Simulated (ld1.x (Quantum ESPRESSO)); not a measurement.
**What the settings do to the PAW potential of lutetium**

Base potential:

lutetium, PAW, made with ld1.x (Quantum ESPRESSO) 7.5 (PBE, scalar-relativistic). Core [Kr] 4d10, reference 4f14 5s2 5p6 5d0 6s0 6p0 (charge +3). Waves: 5s (bound): rcut 1.60, rcutus 1.85 bohr; 6s (bound, empty): rcut 1.60, rcutus 1.85 bohr; 5p (bound): rcut 1.75, rcutus 2.15 bohr; 6p (bound, empty): rcut 1.75, rcutus 2.15 bohr; 5d (bound, empty): rcut 2.95, rcutus 3.10 bohr; 5d channel at 2.75 Ry: rcut 2.95, rcutus 3.10 bohr; 4f (bound): rcut 1.00, rcutus 1.20 bohr; 4f channel at 1.45 Ry: rcut 1.00, rcutus 1.20 bohr. Local part: all-electron potential smoothed inside 1.60 bohr (lloc = -1). Core correction: Bessel-smoothed model core inside 1.15 bohr. Augmentation charge: BESSEL, radius 1.05 bohr.

Cutoffs, loose and tight: the cutoffs (Ry, on a coarse ladder) from which the occupation-weighted sum of valence levels, in a spherical-Bessel basis at the reference potential, stays within 10 and 1 mRy of its value at 400 Ry. They do not see the model core or the augmentation charge, which bear on the density cutoff. Test errors are all-electron minus pseudo excitation energies from the reference, over the configurations 4f14 5s2 5p6 5d1 6s2 6p0; 4f14 5s2 5p6 5d1 6s1 6p0; 4f14 5s2 5p6 5d1 6s0 6p0; 4f14 5s2 5p6 5d2 6s0 6p0; 4f14 5s2 5p6 5d1 6s0 6p2; 4f14 5s2 5p6 5d1 6s1.5 6p0; 4f14 5s2 5p6 5d1 6s0 6p1. A dash means not determined; rows that change the core or the reference have their own tests. The largest error is taken over the tests solved by every variant that gives reliable tests at all: 4f14 5s2 5p6 5d1 6s0 6p0; 4f14 5s2 5p6 5d1 6s1 6p0; 4f14 5s2 5p6 5d1 6s2 6p0; 4f14 5s2 5p6 5d2 6s0 6p0.

Cutoffs are not given where the Bessel-basis levels miss the radial ones by over 6 mRy, ghosts where they miss by over 20 mRy; a channel whose overlap is not positive is not tested.

A file whose overlap is not positive is unfit for use, and its test errors describe a broken file.

```tsv
change	outcome	cutoff, loose	cutoff, tight	bound ghosts	largest test error (meV)
base	generated, overlap not positive	–	–	not determined (overlap not positive)	+51
type ultrasoft; local potential all-electron potential smoothed inside 1.30 bohr (lloc = -1); augmentation PSQ, inside the norm-conserving radii	generated, overlap not positive	–	–	not determined (overlap not positive)	-181
functional LDA (PZ)	generated, overlap not positive	–	–	not determined (overlap not positive)	+49
waves 5d (bound): rcut 1.84, rcutus 1.96 bohr; 5d channel at 2.75 Ry: rcut 1.84, rcutus 1.96 bohr	generated, overlap not positive	–	–	not determined (overlap not positive)	+7.7
local potential all-electron potential smoothed inside 3.10 bohr (lloc = -1)	generated	140 Ry	230 Ry	none	+72
waves 4f (bound): rcut 1.00, rcutus 1.26 bohr; 4f channel at 1.45 Ry: rcut 1.00, rcutus 1.26 bohr	generated, overlap not positive	–	–	not determined (overlap not positive)	+31
core correction Bessel-smoothed model core inside 0.94 bohr	generated, overlap not positive	–	–	not determined (overlap not positive)	+52
reference 4f14 5s2 5p6 5d1 6s2 6p0	generated, overlap not positive	–	–	not determined (overlap not positive)	+29 over the solved tests; test run stopped at test 6 of 7 (negative rho)
waves 5s (bound): rcut 1.46, rcutus 1.54 bohr; 6s (bound): rcut 1.46, rcutus 1.54 bohr	generated, overlap not positive	–	–	not determined (overlap not positive)	+49
all radii but the core radius scaled by about 1.06 (s 1.96, p 2.26, d 3.28, f 1.26 bohr, rcut 1.68/1.84/3.12/1.06); local potential all-electron potential smoothed inside 1.68 bohr (lloc = -1); augmentation BESSEL, radius 1.10 bohr	generated, overlap not positive	–	–	not determined (overlap not positive)	+21
local potential all-electron potential smoothed inside 2.92 bohr (lloc = -1)	generated	140 Ry	230 Ry	none	+58
```

(1) What comes out with this change to the base: waves 5p (bound): rcut 1.75, rcutus 3.24 bohr; 6p (bound): rcut 1.75, rcutus 3.24 bohr?

(2) What comes out with this change to the base: wave 5d channel at 2.75 Ry: rcut 2.95, rcutus 3.10 bohr becomes 5d channel at -0.32 Ry: rcut 2.95, rcutus 3.10 bohr?

Results:

(1) outcome: generated, overlap not positive; bound ghosts: not determined (overlap not positive); largest test error (meV): +197. A file whose overlap is not positive is unfit for use, and its test errors describe a broken file.

(2) outcome: generated, overlap not positive; bound ghosts: not determined (overlap not positive); largest test error (meV): +36. A file whose overlap is not positive is unfit for use, and its test errors describe a broken file.
